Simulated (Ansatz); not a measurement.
Reactions of `C[SiH](F)CCl`.

Computed with Ansatz on PBE0-D4/def2-TZVP structures; ΔE is electronic, products minus reactants. CCSD(T)/CBS adds triple-zeta CCSD(T) − MP2 to the extrapolated MP2 energy (def2 sets, frozen cores). This one scheme is used for every species. Functionals use def2-TZVPP. B3LYP here is the variant with VWN-RPA as its local correlation; programs differ in this. One conformer a species, not always the lowest.

| reaction | ωB97X-V (kJ/mol) | B2PLYP (kJ/mol) | B3LYP-D4 (kJ/mol) | MP2/CBS(def2) (kJ/mol) |
| --- | --- | --- | --- | --- |
| `C[SiH](F)CCl` + CH₃NH₂ → `CN[SiH](C)F` + `CCl` | -73 | -76 | -76 | -75 |
| `C[SiH](F)CCl` + `OCCCF` → `C[SiH](F)CF` + `OCCCCl` | 22 | 22 | 21 | 23 |
| `C[SiH](F)CCl` + H–F → `FCCl` + `C[SiH2]F` | 73 | 73 | 74 | 100 |
| `C[SiH](F)CCl` + H₂S → `C[SiH](F)S` + `CCl` | -67 | -70 | -67 | -71 |

Task: Give the CCSD(T)/CBS values in the same order. (Best estimate.)

Result: Computed: -73, 23, 90, -67 kJ/mol.

Largest T1 diagnostic: 0.011, for `C[SiH](F)S`.
